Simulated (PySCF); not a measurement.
CH₄AlFS, SMILES C[S][AlH][F]. Atoms are numbered in the order given.

```xyz
8

Al     0.5008     0.9115     0.0000
F     -0.2623     2.3921     0.0000
H      2.0713     0.8429     0.0000
S     -0.7478    -0.8635     0.0000
C      0.5539    -2.1755     0.0000
H      1.5708    -1.7570     0.0000
H      0.4243    -2.7974    -0.8958
H      0.4243    -2.7974     0.8958
```
Charge 0, spin multiplicity 1.

Geometry optimised at B3LYP-D3(BJ)/def2-SVP. One conformer was computed; it need not be the lowest.

The numbers are results of B3LYP/pcSseg-1 (PySCF), not measurements.

GIAO shieldings, no solvent; atoms alike by connectivity are averaged. δ = σ(ref) − σ: ¹⁹F against CFCl3 (σ = 161.7 ppm); ¹H against TMS (σ = 31.68 ppm); ³³S against H2S (σ = 695.8 ppm); ¹³C against TMS (σ = 181.3 ppm), references at their B3LYP-D3(BJ)/def2-TZVP geometries, non-relativistic.

```csv
nucleus,atoms,count,δ (ppm)
¹⁹F,F2,1,-144.4
¹H,H3,1,4.98
¹H,"H6, H7, H8",3,2.37
³³S,S4,1,85.5
¹³C,C5,1,12.5
```
